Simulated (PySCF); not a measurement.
bromo-dichloro-fluoromethane (CBrCl2F), SMILES FC(Cl)(Cl)Br. Coordinates come from a PBE0-D3(BJ)/def2-SVP optimisation.

These are PBE0-D3(BJ)/def2-SVP (PySCF 2.14.0) values and carry that method's errors.

Harmonic wavenumbers (cm⁻¹): 205, 219, 308, 342, 401, 516, 803, 852, 1174. Rotational constants (GHz): 2.413, 1.482, 1.177; symmetry number 1.

Work out the zero-point energy and the ideal-gas rigid-rotor harmonic-oscillator thermochemistry at 298.15 K and 1 atm.

ZPE = ½ Σ hcν = ½ × 4820 cm⁻¹ = 28.83 kJ/mol. H − E(el) = 45.43 kJ/mol. Entropy in J/(mol K): translation 173.64, rotation 120.19, vibration 36.10, total 329.92. G − E(el) = -52.93 kJ/mol. Cp = 79.34 J/(mol K).
